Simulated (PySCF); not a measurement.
ClTe (SMILES Cl[Te+]), charge +1, singlet, at a GFN2-xTB geometry (all electrons, no relativity), with bond 2-1 at 1.4 times its length; CASSCF(2,2)/STO-3G (PySCF).

PySCF was given this input:
```python
from pyscf import gto, scf, mcscf, mp
import numpy

mol = gto.M(
    atom='''
Te   -0.00000000   -0.00000000   -0.54661504
Cl    0.00000000    0.00000000    2.55944453
''',
    basis='sto-3g',
    charge=1,
    verbose=4,
)

mf = scf.RHF(mol)
mf.kernel()
mc = mcscf.CASSCF(mf, 2, 2)
mc.fix_spin_(ss=0.0)
noons, natorbs = mcscf.addons.make_natural_orbitals(mp.MP2(mf).run())
mc.kernel(natorbs)
occ = numpy.linalg.eigvalsh(mc.fcisolver.make_rdm1(mc.ci, mc.ncas, mc.nelecas))[::-1]
ss = mc.fcisolver.spin_square(mc.ci, mc.ncas, mc.nelecas)[0]
print('natural occupations', occ.round(4), ' <S^2>', round(ss, 4))
```

What the program printed (banner, timings and long lists left out):

```
PySCF version 2.14.0

[INPUT] verbose = 4
[INPUT] num. atoms = 2
[INPUT] num. electrons = 68
[INPUT] charge = 1
[INPUT] spin (= nelec alpha-beta = 2S) = 0
[INPUT] symmetry False subgroup None
[INPUT] Mole.unit = angstrom
[INPUT] Symbol           X                Y                Z      unit          X                Y                Z       unit  Magmom
[INPUT]  1 Te     0.000000000000   0.000000000000  -0.546615040000 AA    0.000000000000   0.000000000000  -1.032952721168 Bohr   0.0
[INPUT]  2 Cl     0.000000000000   0.000000000000   2.559444530000 AA    0.000000000000   0.000000000000   4.836649192716 Bohr   0.0

nuclear repulsion = 150.60646581652
number of shells = 16
number of NR pGTOs = 108
number of NR cGTOs = 36
basis = sto-3g
ecp = {}

******** <class 'pyscf.scf.hf.RHF'> ********
method = RHF
initial guess = minao
damping factor = 0
level_shift factor = 0
DIIS = <class 'pyscf.scf.diis.CDIIS'>
diis_start_cycle = 1
diis_space = 8
diis_damp = 0
SCF conv_tol = 1e-09
SCF conv_tol_grad = None
SCF max_cycles = 50
direct_scf = True
direct_scf_tol = 1e-13
Set gradient conv threshold to 3.16228e-05
Initial guess from minao.
init E= -6980.55453619921

WARN: HOMO -0.529324182894432 == LUMO -0.529324182894425

cycle= 1 E= -7001.28320553682  delta_E= -20.7  |g|= 0.168  |ddm|= 2.43
  HOMO = -0.526221268801655  LUMO = -0.339022839866071  gap/eV = 5.09393
cycle= 2 E= -7001.29461429694  delta_E= -0.0114  |g|= 0.108  |ddm|= 0.663
  HOMO = -0.560398019069854  LUMO = -0.300592994643435  gap/eV = 7.06965
cycle= 3 E= -7001.30637650411  delta_E= -0.0118  |g|= 0.042  |ddm|= 0.388
  HOMO = -0.56611969828086  LUMO = -0.3009829570138  gap/eV = 7.21474
cycle= 4 E= -7001.31046004395  delta_E= -0.00408  |g|= 0.0224  |ddm|= 0.223
  HOMO = -0.556790367666786  LUMO = -0.283147063365818  gap/eV = 7.44621
cycle= 5 E= -7001.31200988914  delta_E= -0.00155  |g|= 0.0119  |ddm|= 0.274
  HOMO = -0.557158023119325  LUMO = -0.287429842257103  gap/eV = 7.33968
cycle= 6 E= -7001.31217498584  delta_E= -0.000165  |g|= 0.00214  |ddm|= 0.0653
  HOMO = -0.557037506549665  LUMO = -0.286700455575167  gap/eV = 7.35625
cycle= 7 E= -7001.31218534066  delta_E= -1.04e-05  |g|= 0.000733  |ddm|= 0.0236
  HOMO = -0.557071423303273  LUMO = -0.286938948126079  gap/eV = 7.35068
cycle= 8 E= -7001.31218636134  delta_E= -1.02e-06  |g|= 8.91e-05  |ddm|= 0.00586
  HOMO = -0.557066907426418  LUMO = -0.286911931634742  gap/eV = 7.35129
cycle= 9 E= -7001.31218637805  delta_E= -1.67e-08  |g|= 5.5e-06  |ddm|= 0.000712
  HOMO = -0.557067207651565  LUMO = -0.286913849750601  gap/eV = 7.35125
cycle= 10 E= -7001.3121863781  delta_E= -4.73e-11  |g|= 6.17e-07  |ddm|= 3.88e-05
  HOMO = -0.557067371477446  LUMO = -0.286913910131812  gap/eV = 7.35125
Extra cycle  E= -7001.31218637811  delta_E= -3.64e-12  |g|= 2.86e-07  |ddm|= 3.23e-06
converged SCF energy = -7001.31218637811

******** <class 'pyscf.mp.mp2.RMP2'> ********
nocc = 34, nmo = 36
E(RMP2) = -7001.36213109174  E_corr = -0.0499447136355903
E(SCS-RMP2) = -7001.37150899934  E_corr = -0.0593226212303751
E_corr(same-spin) = -0.000705040537307494
E_corr(oppo-spin) = -0.0492396730982828

******** <class 'pyscf.mcscf.mc1step.CASSCF'> ********
CAS (1e+1e, 2o), ncore = 33, nvir = 1
max_cycle_macro = 50
max_cycle_micro = 4
conv_tol = 1e-07
conv_tol_grad = None
orbital rotation max_stepsize = 0.02
orbital rotation threshold for CI restart = 0.01
augmented hessian ah_max_cycle = 30
augmented hessian ah_conv_tol = 1e-12
augmented hessian ah_linear dependence = 1e-14
augmented hessian ah_level shift = 1e-08
augmented hessian ah_start_tol = 2.5
augmented hessian ah_start_cycle = 3
augmented hessian ah_grad_trust_region = 3
kf_trust_region = 3
kf_interval = 4
ci_response_space = 4
ci_grad_trust_region = 3
with_dep4 0
natorb = False
canonicalization = True
sorting_mo_energy = False
ao2mo_level = 2
internal_rotation = False
******** <class 'pyscf.fci.addons.SpinPenaltyFCISolver'> ********
max. cycles = 50
conv_tol = 1e-08
davidson only = True
linear dependence = 1e-12
level shift = 0.001
max iter space = 12
nroots = 1
pspace_size = 400
spin = None
CASCI E = -7001.38023364968  S^2 = 0.0000000
Set conv_tol_grad to 0.000316228
macro iter   1 ( 11 JK    3 micro), CASSCF E = -7001.38208162348  dE = -1.84797380e-03  S^2 = 0.0000000
               |grad[o]|=0.0401  |grad[c]|=0.00188  |ddm|=0.0187  |maxRot[o]|=0.0366
macro iter   2 (  6 JK    2 micro), CASSCF E = -7001.38208181417  dE = -1.90688297e-07  S^2 = 0.0000000
               |grad[o]|=0.000234  |grad[c]|=2.36e-06  |ddm|=0.000114  |maxRot[o]|=0.000788
macro iter   3 (  1 JK    1 micro), CASSCF E = -7001.38208181417  dE =  0.00000000e+00  S^2 = 0.0000000
               |grad[o]|=7.64e-06  |grad[c]|=2.64e-07  |ddm|=    0  |maxRot[o]|=    0
1-step CASSCF converged in   3 macro ( 18 JK   6 micro) steps
CASSCF canonicalization
Density matrix diagonal elements [1.62695133 0.37304867]
CASSCF energy = -7001.38208181417
CASCI E = -7001.38208181417  E(CI) = -1.54160194060023  S^2 = 0.0000000
natural occupations [1.6274 0.3726]  <S^2> 0.0
```
